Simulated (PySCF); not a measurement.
## Static response to an electric field

C₄H₆F₂O₂.
Numbering: `[F:1][CH2:2][C@@H:3]1[O:4][CH2:5][C@H:6]([F:7])[O:8]1` (hydrogens: H9, H10 on C2; H11 on C3; H12, H13 on C5; H14 on C6)

Cartesian coordinates in Å at the PBE0-D3(BJ)/def2-SVP level; atoms count from 1:
```
atom  x, y, z in Å
F1     2.7950   -0.3472    0.0334
C2     1.7046    0.4637   -0.1077
C3     0.5946   -0.0184    0.8108
O4     0.0655   -1.2493    0.4197
C5    -1.1426   -1.0233   -0.2650
C6    -1.3610    0.4861   -0.1704
F7    -1.0661    1.0754   -1.3792
O8    -0.4792    0.8967    0.7976
H9     1.9731    1.4972    0.1677
H10    1.3605    0.4500   -1.1545
H11    0.9757   -0.1008    1.8424
H12   -1.0809   -1.3285   -1.3222
H13   -1.9558   -1.5850    0.2230
H14   -2.3764    0.8059    0.1056
```

Level: CAM-B3LYP/def2-SVPD (PySCF), static field, nuclei fixed, core orbitals frozen in the response. The polarisability tensor in these axes (au):

```
x   61.09  1.45  3.38
y    1.45 52.41 -0.27
z    3.38 -0.27 51.58
```

Problem. Give the principal values, the mean and the anisotropy Δα = √{½[(α1 − α2)² + (α2 − α3)² + (α1 − α3)²]}.

Solution. Principal values 50.26, 52.48 and 62.34 au; mean 55.02 au = 8.15 Å³ = 9.07 × 10⁻⁴⁰ C²·m²/J; Δα = 11.14 au (20 % of the mean).

Problem. What is the dipole moment, and where does it point?

Solution. (-2.28, 0.19, 0.25) D, 2.30 D in size, pointing from the negative to the positive side. Measured along this direction, the outermost atoms are F1 at the negative end and H14 at the positive end.

Problem. What are the principal values of the traceless quadrupole moment, Θ = ½Σq(3rr − r²1), about the centre of nuclear charge?

Solution. -9.36, 1.06, 8.30 D·Å. The values depend on the origin, since the dipole doesn't vanish. The electronic extent ⟨r²⟩ about the same centre is 884 bohr², a root-mean-square distance of 1.97 Å for the 64 electrons.

Problem. Rayleigh depolarisation ratio (linearly polarised light, static tensor)?

Solution. ρ = 3Δα²/(45ᾱ² + 4Δα²) = 372.1/(136247 + 496.1) = 0.00272.

Problem. Estimate the molar refractivity from the static electronic polarisability.

Solution. Lorentz–Lorenz: R = (4π/3)N_A α = 2.5225 cm³/(mol·Å³) × 8.15 Å³ = 20.6 cm³/mol, in the limit of long wavelengths.

Problem. What would n − 1 = 2πNα be for an ideal gas of these molecules at 500 K and 1 atm, electronic part alone?

Solution. N = p/kT = 1.4678 × 10¹⁹ cm⁻³, so n − 1 = 2π × N × 8.15 × 10⁻²⁴ cm³ = 752 × 10⁻⁶ at long wavelengths, for an ideal gas.

Problem. In TDDFT the mean static polarisability is Σ f/ω² over all singlet excitations (ω in hartree). How much of it do the 6 lowest give? Their energies (eV) and oscillator strengths: 7.67, 0.0054; 8.27, 0.0168; 8.50, 0.0190; 8.68, 0.0162; 8.90, 0.0057; 9.01, 0.0605.

Solution. They add up to 1.21 au, 2.2 % of the 55.02 au; the largest single term is 0.55 au, from the state at 9.01 eV. Terms in order: 0.07, 0.18, 0.19, 0.16, 0.05, 0.55 au. Higher excitations give the rest. The strengths listed sum to 0.124.

Isolated species at its PBE0-D3(BJ)/def2-SVP geometry (one conformer only).

The run behind these numbers computed excited states as well. The run took about 70 s of CPU time (one thread, shared machine).
